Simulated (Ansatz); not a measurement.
Cost and result for the atomization energy of `[NH2][AlH][CH2]Cl` (9 atoms, 8 bonds).

```xyz
9

N    -1.3122    1.1485    0.3911
Al    0.2999    0.6564   -0.1366
C     0.6274   -1.2362   -0.5129
Cl    1.4230   -1.4573    1.1197
H    -2.1021    0.5356    0.5096
H    -1.5427    2.0751    0.7111
H     1.4472    1.7296   -0.2825
H    -0.2101   -1.9306   -0.5436
H     1.3694   -1.5211   -1.2558
```

Charge 0, multiplicity 1. Geometry: relaxed with PBE0-D4/def2-TZVP. It is one conformer, not always the lowest. Program: Ansatz. All runs use 2 threads of an Arm Neoverse V1 on a shared host. Times are those of one run each, without the atoms' runs, and a repeat can differ threefold. Electronic energies, without spin–orbit coupling; frozen cores. CCSD(T)/CBS adds CCSD(T) − MP2 in def2-TZVPP to the MP2 limit, and its time is that of the two runs behind it. T1 = 0.010. B3LYP takes the VWN-RPA correlation (the form of Gaussian; ORCA's B3LYP/G). HSE06 is the plane-wave form, built on full-range PBE exchange.

CCSD(T)/CBS is a level of theory with its own doubt, some kJ/mol a heavy atom from the limit and from the frozen cores, so smaller differences don't rank the functionals.

```
                            level  functions  wall time  atomization (kcal/mol)  difference from CCSD(T)/CBS  per bond
           LDA (SPW92)/def2-TZVPP        216      1.7 s                   798.7                         94.4      11.8
               BLYP-D4/def2-TZVPP        216        3 s                   701.0                         -3.3      -0.4
                 CCSD(T)/def2-SVP         89      3.1 s                   654.5                        -49.8      -6.2
  PBE-D4/def2-TZVPP (with forces)        216      3.4 s                   713.0                          8.7       1.1
               PBE0-D4/def2-TZVPP        216      3.8 s                   701.2                         -3.1      -0.4
              BHLYP-D4/def2-TZVPP        216      3.9 s                   683.2                        -21.1      -2.6
              HSE06-D4/def2-TZVPP        216      4.2 s                   701.7                         -2.6      -0.3
B3LYP-D4/def2-TZVPP (with forces)        216        6 s                   702.7                         -1.6      -0.2
                B2PLYP/def2-TZVPP        216      6.5 s                   694.4                         -9.9      -1.2
               ωB97X-V/def2-TZVPP        216       11 s                   706.1                          1.8       0.2
                   MP2/def2-QZVPP        404       23 s                   704.8                          0.5       0.1
               CCSD(T)/def2-TZVPP        216       86 s                   682.7                        -21.6      -2.7
                CCSD(T)/CBS(def2)          –      110 s                   704.3                          0.0       0.0
```

From r2SCAN to r2SCAN0 (25 % exact exchange), in def2-TZVPP and without D4, the atomization energy moves by −10.9 kcal/mol: exact exchange takes away binding that semilocal exchange gives to molecules. The D4 term adds +6.5 kcal/mol with B3LYP and +3.4 kcal/mol with PBE0; it sums over pairs of atoms, weighted by their polarisabilities, and B3LYP, whose exchange is more repulsive, gets the larger term. At CCSD(T), def2-SVP lies −49.8 kcal/mol from the extrapolated value and def2-TZVPP −21.6 kcal/mol: correlation converges slowly with the basis, and small sets miss more of it in the bonded molecule than in its fragments.
